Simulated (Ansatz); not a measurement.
Stepwise reaction of `[NH2][Ti]([NH2])([OH])[OH]` with hydrogen chloride, as a gas-phase model of exchange steps in deposition or etching. ΔE in kJ/mol; ΔG adds harmonic PBE0-D4 terms to CCSD(T)/CBS, at 1 bar.

Isolated molecules relaxed with PBE0-D4/def2-TZVP in Ansatz; ΔE leaves out vibrations. CBS: MP2 limit from def2 TZ/QZ plus the TZ coupled-cluster correction, frozen cores. This one scheme is used for every species. Functionals use def2-TZVPP. B3LYP here is the variant with VWN-RPA as its local correlation; programs differ in this. For Ti outer-core shells are correlated without core-valence functions, which leaves a few kJ/mol of doubt a bond. Scalar relativity is left out up to krypton. Each species was taken in one conformer, which may not be the lowest.

```json
{"step": "1", "reaction": "`[NH2][Ti]([NH2])([OH])[OH]` + HCl → `[NH2][Ti]([OH])([OH])[Cl]` + NH₃", "PBE-D4": "-100.6", "B3LYP-D4": "-100.2", "ωB97M-V": "-99.1", "CCSD(T)/CBS": "-97.6", "ΔG(600 K)": "-88.4"}
{"step": "2", "reaction": "`[NH2][Ti]([OH])([OH])[Cl]` + HCl → `[OH][Ti]([OH])([Cl])[Cl]` + NH₃", "PBE-D4": "-84.6", "B3LYP-D4": "-83.3", "ωB97M-V": "-81.5", "CCSD(T)/CBS": "-80.0", "ΔG(600 K)": "-75.7"}
```

Task: By hand: ΔE of the 2 steps together at CCSD(T)/CBS.

Result: (-97.6) + (-80.0) = -177.6 kJ/mol, or -88.8 kJ/mol a step.

In ΔE each step is higher than the one before. All are downhill at CCSD(T)/CBS. ΔG lies between -88.4 and -75.7 kJ/mol a step. PBE-D4 differs from CCSD(T)/CBS by -4.6 to -3.0 kJ/mol a step. Isolated molecules leave out the surface, adducts and barriers. Largest T1 diagnostic: 0.024.
